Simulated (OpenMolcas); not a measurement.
Ag5+.

```
Program             : OpenMolcas 26.06
Basis               : ANO-RCC-VQZP [8s7p5d3f2g1h]
Scalar Hamiltonian  : DKH2, point nucleus
Active space        : 6 electrons in 10 orbitals (4d 5d)
State averaging     : 2S+1 = 5 even, 5 roots; 2S+1 = 3 even, 45 roots; 2S+1 = 1 even, 49 roots
Spin-orbit coupling : RASSI with atomic mean-field integrals over the reference wave functions, term energies averaged over their components
```

Two sets of levels on these reference wave functions, in cm-1 above 4d6 5D4: one from CASSCF and one from MS-CASPT2, IPEA 0.25 Eh, imaginary shift 0.1 Eh (closed shells correlated: 4s 4p).

```
            Level  Set 1  Set 2
          4d6 5D4    0.0    0.0
          4d6 5D3   2490   2520
          4d6 5D2   3800   3750
          4d6 5D1   4710   4670
          4d6 5D0   5130   5090
          4d6 3H6  24100  22380
   4d6 3H5 [74 %]  24650  22680
       4d6 3P2(1)  25110  21630
4d6 3F3(1) [75 %]  28120  25200
       4d6 3F2(1)  29210  26130
   4d6 3G5 [74 %]  31370  28730
       4d6 3P1(1)  32180  28590
4d6 3P0(1) [75 %]  32930  29360
          4d6 3G4  33350  30440
   4d6 3G3 [75 %]  34040  31060
          4d6 1I6  37730  35380
```

**Question.** Which set is which?

**Answer.** Set 2 is MS-CASPT2. Its levels of the other terms of 4d6 lie at 0.86 to 0.94 of the other set's values, as expected, since terms of lower spin or lower L gain more correlation energy than the Hund ground term. Against 14 measured levels (the list in Gamrath, thesis, University of Mons (2023)) the mean absolute deviation is 620 cm-1 with it and 2600 cm-1 without; single levels miss by up to 1200 cm-1 with it.

CASPT2 does not keep the components of a term degenerate, so their means are used; among the terms shown or strongly mixed into the levels shown the widest spread is 1100 cm-1 (4d6 1I, MS-CASPT2). Active for correlation alone: 5d; no level in the range computed is led by a configuration that fills it, so any true level of that kind is missing. Without dynamic correlation excited terms often stand tens of per cent too high (terms of higher spin than the ground term too low), and those without a measured partner can miss by more than the paired ones (holds for CASSCF). Measured partners are found by configuration, term and J. A level has none where our copy of the source lacks it or the pairing is in doubt (some pairs that miss far off the trend of their configuration count as doubtful), and it then counts in no deviation. Levels of configurations outside the active space are missing. Levels that lie high or do not pair safely by name in every column are left out.

A share in square brackets marks a mixed level and gives the weight of the term that names it, the lowest over the columns. A number in round brackets counts repeated terms of one configuration in the order of the reference energies.
